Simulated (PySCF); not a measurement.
## Excitation energy of Sr by level of theory

Sr [Kr] 5s2 (1S) → Sr [Kr] 5s1 5p1 (3P), as a difference of total energies. Calculation: PySCF 2.14, in aug-cc-pVTZ-X2C (8s7p5d2f, 68 functions); scalar relativity by spin-free X2C-1e. Correlated levels: valence: [Kr] frozen. The calculations carry no spin-orbit coupling.

| method | excitation energy (cm⁻¹) | error (cm⁻¹) |
| --- | --- | --- |
| UHF | 7852.2 | -6850 |
| LDA | 15482 | +780 |
| PBE | 14076 | -626 |
| PBE0 | 13232 | -1470 |
| r2SCAN | 11946 | -2757 |
| revPBE | 13442 | -1260 |
| r2SCAN0 | 12198 | -2505 |
| r2SCANh | 12047 | -2655 |
| BP86 | 14499 | -204 |
| MP2 (valence) | 11550 | -3152 |
| SCS-MP2 (valence) | 12599 | -2103 |

Reference: 14703 cm⁻¹ (measured; NIST levels, between the centres of gravity of the two terms).

Errors of the correlated levels include the incompleteness of this basis and the frozen core.
